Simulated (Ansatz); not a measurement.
```yaml
crystal:
  periodic: [false, false, false]
  atoms:
    - {symbol: C, position_ang: [-0.590530, -0.224729, 1.221833]}
    - {symbol: Se, position_ang: [0.553712, -1.265160, 0.133454]}
    - {symbol: Al, position_ang: [0.783042, 0.170105, -1.497058]}
    - {symbol: F, position_ang: [1.665589, -0.158195, -2.756405]}
    - {symbol: F, position_ang: [0.057983, 1.568757, -1.425743]}
    - {symbol: H, position_ang: [-1.490142, -0.743540, 1.325964]}
    - {symbol: H, position_ang: [-0.764346, 0.710899, 0.794234]}
    - {symbol: H, position_ang: [-0.126895, -0.112857, 2.150249]}
basis:
  gaussian: {orbitals: pcseg-2}
hamiltonian: {xc: {name: HF}}
correlation: {method: mp2, frozen_orbitals: {C: 9}}
output: {forces: true}
```

```sh
$ ansatz run in.yaml --threads 4 --pin off --events-out ev --progress --plain --max-ram 10444MiB
```

Output, abridged:

```
Functional definition: HF
Error: "frozen_orbitals" has no count for Se
```

**Question.** Something in this input is off. What?

**Answer.** Frozen orbitals are typed for one element alone, and the program wants a count for each. The input was rejected before any iteration.
